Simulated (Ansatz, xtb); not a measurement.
**Two isomers of H6PSbSi2**

Structure X: `[SiH2]1P[SiH2][SbH]1`, a singlet. Structure Y: `[SiH3][Sb]1[SiH2][PH]1`, a singlet. Both are isolated molecules in the gas phase, relaxed with PBE0-D3(BJ)/def2-SVP.

Estimate which is lower in electronic energy at CCSD(T)/def2-SVP + ΔMP2/def2-TZVPP, and by roughly how much.

The CCSD(T)/def2-SVP + ΔMP2/def2-TZVPP calculation puts structure X lower, by 0.047 eV.

The same difference at several levels:

| level | geometry | E(Y) − E(X) (eV) | departure from the last row (eV) | job, with rough time for the two |
| --- | --- | --- | --- | --- |
| GFN2-xTB | GFN2-xTB | −0.316 | −0.363 | optimisation, 0.23 s |
| HF/STO-3G | GFN2-xTB | +0.754 | +0.706 | single point, 0.74 s |
| r2SCAN-D4/def2-SVP | GFN2-xTB | +0.128 | +0.081 | single point, 2.8 s |
| PBE0-D3(BJ)/def2-SVP | PBE0-D3(BJ)/def2-SVP | +0.163 | +0.116 | optimisation, 1.8 min |
| HF/def2-SVP | PBE0-D3(BJ)/def2-SVP | +0.128 | +0.080 | part of the CCSD(T) run |
| MP2/def2-SVP | PBE0-D3(BJ)/def2-SVP | +0.036 | −0.011 | part of the CCSD(T) run |
| CCSD(T)/def2-SVP | PBE0-D3(BJ)/def2-SVP | +0.059 | +0.011 | single point |
| CCSD(T)/def2-SVP + ΔMP2/def2-TZVPP | PBE0-D3(BJ)/def2-SVP | +0.047 |  | single point, 28 s |

As drawn, Y has 1 P–Sb, 1 Si–H in place of 1 P–Si, 1 Sb–H. Structure X has a 4-membered ring, Y a 3-membered ring.

GFN2-xTB puts the two in the other order. The largest departure from CCSD(T)/def2-SVP + ΔMP2/def2-TZVPP is that of HF/STO-3G, 0.706 eV. The last row adds to CCSD(T) the change of the MP2 difference between the two basis sets, here −0.011 eV.

With harmonic frequencies from PBE0-D3(BJ)/def2-SVP (ideal gas, rigid rotor, one conformer each, 298.15 K, 1 atm): the zero-point term adds +0.013 eV; ΔH is +0.073 and ΔG +0.039 eV.

The correlated steps freeze 19 core orbitals; the filled d shell of Sb is correlated, in a basis made for valence electrons. Atoms past krypton carry core potentials in the def2 sets, other sets are all-electron and non-relativistic, and no spin–orbit term is included. Mirror images aren't counted in ΔG. Programs: Ansatz 0.2.0, xtb 6.7.1; the last row on 2 threads of Intel(R) Xeon(R) 6975P-C (Granite Rapids) on a shared host.
